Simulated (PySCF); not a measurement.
# TcOI₂: one-bond stretch

Method: UPBE/[Tc def2-SVP with ECP28, O def2-SVP, I def2-SVP with ECP28], scalar-relativistic core potentials, density fitting, no spin–orbit coupling, PySCF.

Rigid scan from the doublet minimum (Tc–I 2.564 Å (×2), Tc–O 1.637 Å; I–Tc–I 118.2°, I–Tc–O 120.9° (×2)). Coordinate: the bond from Tc to the last atom (I) scaled, the rest fixed. Energies in kJ/mol from the minimum.

(1) Predict the curve at 0.92, 0.96, 1.00, 1.05, 1.12, 1.20, 1.35, 1.55, 1.80, 2.20.

Results:

(1) 
```
scale of one bond  E (kJ/mol)  dipole size (D)  ⟨S²⟩
             0.92        31.5             1.39  0.76
             0.96         6.8             1.05  0.76
             1.00         0.0             0.80  0.76
             1.05         7.8             0.77  0.76
             1.12        35.6             1.25  0.76
             1.20        77.8             1.97  0.76
             1.35       158.1             3.20  0.77
             1.55       240.6                –  0.89
             1.80       294.2                –  1.30
             2.20       319.9                –  1.54
```

Spin contamination is strong at 1.80, 2.20, so these points are less reliable.

Other spin states or occupations of the open shell can lie lower. With an element this heavy the missing spin–orbit coupling can shift these numbers.

Other isomers or separated fragments may lie lower.

The scan took 2.9 min on 2 threads of a shared Arm Neoverse V2 host; the process peaked at 0.97 GiB.
